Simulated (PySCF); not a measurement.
CH4NO, SMILES NC=[OH+], charge +1. Coordinates come from a PBE-D3(BJ)/def2-TZVP optimisation. The isomer is the one that the SMILES or the coordinates give; other isomers of the formula were not compared. The values are those of a single conformer.

TDDFT-ωB97X/def2-SVPD (PySCF) puts the lowest singlet excitations at 8.29, 8.76, 9.84, 10.41, 10.94, 11.21 eV.

Problem. What are the lowest excitation roots from ADC(2)/aug-cc-pVDZ in PySCF? (The exact figures need the calculation; the answer reports its results.)

Solution. 7.59, 8.88, 9.19, 10.21, 10.60, 10.92 eV. S1 differs by -0.70 eV (second minus first; roots are paired by order, and the bases may differ).
